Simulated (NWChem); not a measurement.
CH2ClF; SMILES C(Cl)F

Program: NWChem. The geometry was optimised at PBE0/def2-SVP. Ions are spin-unrestricted doublets at the neutral geometry; other ion states weren't tried.

For level B3LYP/def2-SVP:

```
Quantity                               Value
-------------------------------------  -----
vertical ionisation energy, ΔSCF (eV)  11.43
−ε(HOMO) (eV)                           8.23
```

Question: Estimate the same quantities for level PBE/def2-SVP.

Answer: 
| Property | Result |
|---|---|
| vertical ionisation energy, ΔSCF (eV) | 11.05 |
| −ε(HOMO) (eV) | 6.99 |
